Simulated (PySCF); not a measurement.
Identify the unknown among the candidates.

All candidates are C4H10Si.

| technique | computed result |
| --- | --- |
| 1H NMR | chemical shifts (computed TMS as zero) by class: 6.46 (1 H), 6.44 (1 H), 6.12 (1 H), 4.58 (1 H), 0.15 (6 H) ppm [GIAO PBE0/pcSseg-1] |
| UV, first state | lowest singlet excitation: 6.49 eV (191 nm, f = 0.005) [TDDFT PBE0/def2-SVPD] |
| 13C NMR | chemical shifts (computed TMS as zero) by class: 145.9 (1 C), 142.2 (1 C), -1.9 (2 C) ppm [GIAO PBE0/pcSseg-1] |
| Triplet | lowest triplet excitation (Tamm–Dancoff): 4.25 eV [TDA PBE0/def2-SVPD] |
| Polarisability | 76.6 au [PBE0/def2-SVPD] |
| NMR, other nuclei | isotropic shieldings of nuclei other than C and H, by class: 373 (1 Si) ppm [GIAO PBE0/pcSseg-1] |
| Rotational structure | rotational constants A, B, C: 5.167, 2.610, 1.959 GHz [GFN2-xTB] |

Electronic properties: PySCF, gas phase, density fitting. Levels stand in brackets. Geometry: GFN2-xTB, one conformer, isolated molecule. NMR classes are plain means over equivalent atoms (diastereotopic ones count apart unless rotation or inversion swaps them), as if these changed places fast.

Task: Which candidate is it?
A. `CC[SiH]1CC1`
B. `C1CC[SiH2]C1`
C. `C=C[SiH](C)C`

Result: C. It is `C=C[SiH](C)C`. Numbering: `[CH2:1]=[CH:2][SiH:3]([CH3:4])[CH3:5]`. Its formula, C4H10Si, gives 1 degree of unsaturation: 0 rings and 1 π bond in the structure found. 4 carbons fall into 3 classes; from least to most shielded: alkene CH carbon [C2] (145.9 ppm), terminal =CH2 carbon [C1] (142.2 ppm), Si-methyl carbon [C4/C5] (-1.9 ppm, 2 C, up to 3.0 ppm apart in this geometry). Hydrogen classes from least to most shielded: 1 H on an alkene CH carbon, C2 (6.46 ppm), 1 H on a terminal =CH2 carbon, C1 (6.44 ppm), 1 H on a terminal =CH2 carbon, C1 (6.12 ppm), 1 H on an SiH silicon, Si3 (4.58 ppm), 6 H on 2 Si-methyl carbons, C4/C5 (0.15 ppm). The other shieldings belong to: 373 ppm, SiH silicon [Si3]. The optimised geometry has point group C1 and is an asymmetric top.

The others, at the same levels:
- `CC[SiH]1CC1` fails: its computed 13C shifts are 13.0 (1 C), 6.8 (1 C), -4.7 (2 C) ppm, 1H shifts are 2.94 (1 H), 1.27 (3 H), 0.71 (2 H), 0.45 (2 H), 0.42 (2 H) ppm and rotational constant A is 9.374 GHz (against 5.167 GHz).
- `C1CC[SiH2]C1` fails: it has 2 carbon classes against 3; its computed 13C shifts are 32.2 (2 C), 10.2 (2 C) ppm, 1H shifts are 4.15 (2 H), 1.64 (4 H), 0.86 (4 H) ppm and rotational constant A is 5.581 GHz (against 5.167 GHz).

Each candidate is one conformer, not necessarily the lowest. Dipoles, sizes and rotational constants follow the conformer. The torsions of the flexible species, by atom-mapped SMILES:
- `[CH2:1]=[CH:2][SiH:3]([CH3:4])[CH3:5]`: C1–C2–Si3–C4 87°
- `[CH3:1][CH2:2][SiH:3]1[CH2:4][CH2:5]1`: C1–C2–Si3–C4 96°
